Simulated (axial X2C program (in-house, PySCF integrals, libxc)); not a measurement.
Outer orbitals of BiS at 2.324 Å, BP86

All values were computed with an in-house relativistic program for diatomic molecules. Spin-free means the one-electron spin-free X2C Hamiltonian; two-component (2c) means X2C with spin–orbit coupling and atomic mean-field two-electron Coulomb and Gaunt terms, so the difference of the two also holds small scalar two-electron terms. Basis: Bi dyall-cv3z [12s14p10d6f1g], S dyall-av3z [9s8p3d2f] (cores contracted in-house); Gaussian nuclei, density fitting, unrestricted open shells. Masses: Bi 208.980 u, S 31.972 u.

The distance is close to the 2c PBE0 minimum; the highest filled and lowest empty levels are listed.

Spin-free orbitals, state M_S = 1/2, Λ = 1 (beyond evenly filled blocks: π+α) (Löwdin shares):

```json
{"symmetry": "σα", "occupied": "yes", "ε (eV)": "-27.63", "atomic character": "98% Bi d"}
{"symmetry": "δ-α", "occupied": "yes", "ε (eV)": "-27.58", "atomic character": "100% Bi d"}
{"symmetry": "δ+α", "occupied": "yes", "ε (eV)": "-27.58", "atomic character": "100% Bi d"}
{"symmetry": "σβ", "occupied": "yes", "ε (eV)": "-27.58", "atomic character": "98% Bi d"}
{"symmetry": "π-α", "occupied": "yes", "ε (eV)": "-27.50", "atomic character": "99% Bi d"}
{"symmetry": "π+α", "occupied": "yes", "ε (eV)": "-27.50", "atomic character": "99% Bi d"}
{"symmetry": "δ-β", "occupied": "yes", "ε (eV)": "-27.46", "atomic character": "100% Bi d"}
{"symmetry": "δ+β", "occupied": "yes", "ε (eV)": "-27.46", "atomic character": "100% Bi d"}
{"symmetry": "π-β", "occupied": "yes", "ε (eV)": "-27.44", "atomic character": "99% Bi d"}
{"symmetry": "π+β", "occupied": "yes", "ε (eV)": "-27.44", "atomic character": "99% Bi d"}
{"symmetry": "σα", "occupied": "yes", "ε (eV)": "-17.68", "atomic character": "57% S s, 27% Bi s, 5% Bi p"}
{"symmetry": "σβ", "occupied": "yes", "ε (eV)": "-17.48", "atomic character": "58% S s, 24% Bi s, 6% Bi p"}
{"symmetry": "σα", "occupied": "yes", "ε (eV)": "-14.23", "atomic character": "47% Bi s, 28% S s, 12% S p"}
{"symmetry": "σβ", "occupied": "yes", "ε (eV)": "-13.86", "atomic character": "49% Bi s, 26% S s, 12% S p"}
{"symmetry": "σα", "occupied": "yes", "ε (eV)": "-7.57", "atomic character": "56% S p, 35% Bi p, 4% Bi s"}
{"symmetry": "σβ", "occupied": "yes", "ε (eV)": "-7.43", "atomic character": "56% S p, 34% Bi p, 5% Bi s"}
{"symmetry": "π+α", "occupied": "yes", "ε (eV)": "-6.95", "atomic character": "66% S p, 30% Bi p"}
{"symmetry": "π-α", "occupied": "yes", "ε (eV)": "-6.95", "atomic character": "66% S p, 30% Bi p"}
{"symmetry": "π-β", "occupied": "yes", "ε (eV)": "-6.66", "atomic character": "71% S p, 24% Bi p, 2% Bi d"}
{"symmetry": "π+β", "occupied": "yes", "ε (eV)": "-6.66", "atomic character": "71% S p, 24% Bi p, 2% Bi d"}
{"symmetry": "π+α", "occupied": "yes", "ε (eV)": "-4.55", "atomic character": "57% Bi p, 29% S p, 7% S d"}
{"symmetry": "π-α", "occupied": "no", "ε (eV)": "-4.55", "atomic character": "57% Bi p, 29% S p, 7% S d"}
{"symmetry": "π-β", "occupied": "no", "ε (eV)": "-3.96", "atomic character": "62% Bi p, 23% S p, 8% S d"}
{"symmetry": "π+β", "occupied": "no", "ε (eV)": "-3.96", "atomic character": "62% Bi p, 23% S p, 8% S d"}
{"symmetry": "σα", "occupied": "no", "ε (eV)": "-1.52", "atomic character": "45% Bi p, 21% S p, 14% Bi d"}
```

A filled and an empty partner (Λ and −Λ, same spin) share one energy because the functional has no current term.

Spinors with spin–orbit coupling (state Ω = 1/2):

```
   ω  occupied  ε (eV)             atomic character     λ mixture
 3/2       yes  -28.96                    100% Bi d  81% δ, 19% π
 1/2       yes  -28.94                     99% Bi d  58% π, 42% σ
-1/2       yes  -28.93                     99% Bi d  57% π, 43% σ
-3/2       yes  -28.90                    100% Bi d  80% δ, 20% π
-1/2       yes  -26.10                     99% Bi d  57% σ, 43% π
-5/2       yes  -26.10                    100% Bi d        100% δ
 1/2       yes  -26.10                     98% Bi d  58% σ, 42% π
-3/2       yes  -26.02                     99% Bi d  80% π, 20% δ
 3/2       yes  -26.00                     99% Bi d  81% π, 19% δ
 5/2       yes  -25.99                    100% Bi d        100% δ
-1/2       yes  -17.54   59% S s, 25% Bi s, 5% Bi p        100% σ
 1/2       yes  -17.30   58% S s, 25% Bi s, 6% Bi p        100% σ
-1/2       yes  -14.03   49% Bi s, 26% S s, 12% S p        100% σ
 1/2       yes  -13.68   49% Bi s, 26% S s, 12% S p        100% σ
 1/2       yes   -7.71    46% Bi p, 45% S p, 3% S s  66% σ, 34% π
-1/2       yes   -7.70    48% S p, 43% Bi p, 4% S s  82% σ, 18% π
 1/2       yes   -6.86            67% S p, 27% Bi p  69% π, 31% σ
-3/2       yes   -6.68   76% S p, 20% Bi p, 2% Bi d        100% π
-1/2       yes   -6.61            65% S p, 29% Bi p  84% π, 16% σ
 3/2       yes   -6.34   75% S p, 20% Bi p, 2% Bi d        100% π
 1/2       yes   -4.82    47% Bi p, 39% S p, 6% S d   94% π, 6% σ
-1/2        no   -4.36    47% Bi p, 38% S p, 6% S d   95% π, 5% σ
-3/2        no   -3.95    66% Bi p, 19% S p, 8% S d        100% π
 3/2        no   -3.44    66% Bi p, 19% S p, 8% S d        100% π
-1/2        no   -1.36  47% Bi p, 20% S p, 14% Bi d   97% σ, 3% π
```

Q: How does the gap between the highest filled and lowest empty level change from the spin-free to the 2c table?

A: From 0.00 to 0.46 eV at BP86, a change of 0.46 eV.

Mulliken charges and populations of the two-component result (they depend on the basis, above all on diffuse functions):

Bi 0.49 e (s 11.92 p 26.54 d 30.04 f 14.02), S -0.49 e (s 6.00 p 10.41 d 0.07 f 0.01). ⟨Lz⟩ = 0.95 ħ and ⟨Sz⟩ = -0.45 ħ (-0.30 and -0.16 on the two atoms), which add up to Ω.

The state is a single determinant with fixed occupations, the lowest that a limited PBE0 search found. Density functionals use the spin component along the axis (collinear). Without a current term, density functionals place determinants with orbital angular momentum somewhat too high.
